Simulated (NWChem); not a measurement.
Molecule: ZrHF3; SMILES [F][ZrH]([F])[F]

Results from NWChem. def2 effective core potentials on Zr; no spin-orbit coupling. The level has its own optimisation; frequencies are unscaled.

Q: Predict the results for PBE-D3(BJ)/def2-SVP (core potentials). Quantities: r F–Zr (Å); r H–Zr (Å); highest harmonic frequency (cm⁻¹); lowest (cm⁻¹); zero-point energy (kcal/mol).

A: 
* **r F–Zr (Å)**: 1.903
* **r H–Zr (Å)**: 1.860
* **highest harmonic frequency (cm⁻¹)**: 1688
* **lowest (cm⁻¹)**: 153
* **zero-point energy (kcal/mol)**: 7.4
